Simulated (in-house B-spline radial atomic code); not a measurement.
Configurations of neutral indium, with energies counted from [Kr] 4d10 5s2 5p1. Level of theory: scalar-relativistic (X2C) HSE06, spin-polarised, spherical fractional occupations, exact exchange averaged over the configuration, Fermi nucleus of rms radius 4.6156 fm; calculated with a B-spline radial code for spherical atoms. Shells without spins written out take the highest spin.

Occupations are held fixed; configurations that lie above the ionisation limit could autoionise.

```csv
configuration,E - E(ref) (eV),highest orbital,its <r> (bohr)
[Kr] 4d10 5s1 5p2,4.3349,5p up,3.418
[Kr] 4d9 5s2 5p1 6d1,23.59,6d up,16.19
[Ar] 3d10 4s2 4p5 4d10 5s2 5p1 6d1,86.122,6d up,16.17
[Ar] 3d9 4s2 4p6 4d10 5s2 5p2,444.88,5p up,3.215
[Ar] 3d9 4s2 4p6 4d10 5s2 5p1 6d1,451,6d up,16.12
```

Q: Order these further configurations by energy, lowest first.
A. [Ar] 3d9 4s2 4p6 4d10 5s2 5p1 5f1
B. [Ar] 3d10 4s2 4p5 4d10 5s2 5p1 6f1
C. [Kr] 4d10 5s1 5p1 6d1
D. [Kr] 4d9 5s2 5p1 6f1
E. [Kr] 4d9 5s2 5p2

A: C (9.8819 eV), E (17.488 eV), D (24.287 eV), B (86.82 eV), A (451.52 eV).

Q: How far above the reference does [Ar] 3d9 4s2 4p6 4d10 5s2 5p1 6f1 lie?

A: 451.7 eV; its least bound orbital is 6f up with <r> = 41.73 bohr.
